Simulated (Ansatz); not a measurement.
(F2B-mu-H)2 (B₂H₂F₄). The state is a singlet with charge 0. Geometry PBE0-D4/def2-SVP.

Cartesian coordinates in Å:
```
B 0.869 -0.035 0.238
F 1.212 0.174 1.505
F 1.792 -0.295 -0.682
H -0.092 -0.998 0.190
B -0.869 0.035 -0.238
F -1.792 0.295 0.682
F -1.212 -0.174 -1.505
H 0.092 0.998 -0.190
```

Estimate the orbital energies around the gap (eV) in Ansatz with HF/STO-3G, PBE-D4/def2-TZVP, revPBE-D4/def2-TZVP, r2SCAN-D4/def2-TZVP, PBE0-D4/def2-TZVPD.


```csv
orbital,HF/STO-3G,PBE-D4/def2-TZVP,revPBE-D4/def2-TZVP,r2SCAN-D4/def2-TZVP,PBE0-D4/def2-TZVPD
HOMO−5,-13.24,-10.71,-10.62,-11.26,-12.93
HOMO−4,-13.19,-10.62,-10.52,-11.17,-12.83
HOMO−3,-12.95,-10.47,-10.37,-11.00,-12.68
HOMO−2,-12.91,-10.33,-10.24,-10.84,-12.36
HOMO−1,-11.98,-10.11,-10.02,-10.65,-12.32
HOMO,-10.77,-8.78,-8.72,-9.21,-10.47
LUMO,8.21,-0.97,-0.88,-0.48,-0.62
LUMO+1,12.76,-0.51,-0.36,-0.08,0.43
LUMO+2,13.03,0.16,0.25,0.74,0.50
LUMO+3,16.12,0.62,0.74,1.23,0.91
LUMO+4,19.42,1.54,1.50,2.44,1.50
LUMO+5,19.74,2.20,2.20,2.98,1.55
```
